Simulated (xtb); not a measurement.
C3H7NOSi, SMILES C[C@@H](C#N)[SiH2]O. All values are semi-empirical tight-binding results from xtb (GFN2-xTB unless named), good for trends rather than for accurate numbers. Geometry optimised at GFN2-xTB. The structure was generated by enumeration; whether it is a known compound was not checked. One conformer was computed; it need not be the lowest.

Optimised geometry:

```xyz
13

C     -1.9026     0.0561     0.5621
C     -0.8132     0.2037    -0.5041
C     -0.1529     1.4632    -0.3605
N      0.4266     2.4393    -0.2021
Si     0.5422    -1.1667    -0.3643
O      1.4163    -0.9547     0.9801
H     -1.4666     0.0698     1.5591
H     -2.6268     0.8674     0.4946
H     -2.4265    -0.8875     0.4286
H     -1.2695     0.1751    -1.4973
H     -0.0992    -2.4495    -0.1294
H      1.3642    -1.0923    -1.5707
H      1.8298    -0.1237     1.2044
```
Charge 0, spin multiplicity 1.

The orbital gap is 5.33 eV and the dipole moment comes out as 2.73 D. The zero-point energy comes out as 58.6 kcal/mol, the G − E(el) at 298.15 K (modified RRHO) is 38.2 kcal/mol and the static polarisability (D4 model) is 73.1 bohr³. The solvation energy, GFN2-xTB/ALPB(water) is -8.2 kcal/mol. The solvation energy, GFN2-xTB/ALPB(chcl3) comes out as -7.5 kcal/mol.

Computed atomic charges and the Wiberg bond orders between heavy atoms:
charges (e) C1 -0.09, C2 -0.11, C3 0.10, N4 -0.28, Si5 0.53, O6 -0.46, H7 0.04, H8 0.04, H9 0.03, H10 0.04, H11 -0.07, H12 -0.08, H13 0.32. Bond orders C1–C2 0.99, C2–C3 1.09, C3–N4 2.80, C2–Si5 0.77, Si5–O6 1.24.
